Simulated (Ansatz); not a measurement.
Coupled-cluster diagnostics for RuBr₃ (the lowest doublet isomer of a short search), Ansatz.

Geometry of the doublet (r2SCAN-D4/def2-SVP):

| atom | x (Å) | y (Å) | z (Å) |
| --- | --- | --- | --- |
| Ru1 | -0.111 | -0.146 | -0.079 |
| Br2 | 0.900 | 0.528 | -2.087 |
| Br3 | -1.898 | 1.120 | 0.766 |
| Br4 | 1.108 | -1.502 | 1.399 |

In the def2 sets Ru takes a core potential; there is no spin–orbit coupling. Correlated methods freeze 27 core orbitals; core or outer-core shells of Ru, Br are correlated, in sets that lack core-valence functions. At PBE0-D4/def2-TZVP a triplet of charge 1 lies 1.07 eV below the restricted singlet at the same geometry. The structure comes from a short search, and lower isomers may exist.

Geometry of the charge 0 quartet (r2SCAN-D4/def2-SVP):

```csv
atom,x (Å),y (Å),z (Å)
Ru1,-0.045,0.247,0.071
Br2,0.592,0.387,2.339
Br3,-0.892,1.322,-1.851
Br4,0.344,-1.956,-0.559
```

Estimate the CCSD(T) correlation energy, the shares of MP2 and (T), T1 and the reference's ⟨S²⟩ for: charge 0, quartet, own geometry in def2-SVP; charge 1, singlet, vertical in def2-SVP; and the rough time on 4 threads of Arm Neoverse V1 on a shared host.


```
                          state     basis  correlation (eV)  MP2 share (%)  (T) share (%)     T1  ⟨S²⟩ (pure)  wall time                                                      remarks
charge 0, quartet, own geometry  def2-SVP           -28.690           97.1            3.2  0.025  3.95 (3.75)      2 min                                            spin-contaminated
    charge 1, singlet, vertical  def2-SVP           -31.503           98.8            5.4  0.052  0.00 (0.00)    2.1 min  large T1, restricted singlet, untested, stability undecided
```
Customary marks for T1 are 0.02 (closed shells), 0.045 (open shells) and about 0.05 (3d metals). T1 exceeds 0.02 in 2 of 2 rows and 0.045 in 1; the higher it lies, the less the single-reference result can be trusted.
